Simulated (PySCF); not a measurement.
## Ionisation energy of Kr⁺ by level of theory

Kr⁺ [Ar] 3d10 4s2 4p5 (2P) → Kr²⁺ [Ar] 3d10 4s2 4p4 (3P), as a difference of total energies. All numbers are calculated (PySCF 2.14, the non-relativistic Hamiltonian (point nucleus), in def2-SVP). Correlated levels: valence: [Ar] 3d10 frozen. The calculations carry no spin-orbit coupling.

```csv
method,ionisation energy (eV)
UHF,23.396
TPSS,24.463
MN15,24.402
MP2 (valence),23.970
SCS-MP2 (valence),23.946
CCSD (valence),23.924
CCSD(T) (valence),23.929
```

Question: How much does correlation contribute at CCSD(T) (valence)?

Answer: 23.929 − (23.396) = 0.533 eV, measured against UHF.

These non-relativistic numbers lack the scalar-relativistic shift.

The reference lies between the lowest fine-structure levels, while these numbers refer to the centres of the terms.

Errors of the correlated levels include the incompleteness of this basis and the frozen core.

For comparison: 24.360 eV (measured; NIST Atomic Spectra Database, ionization energies).
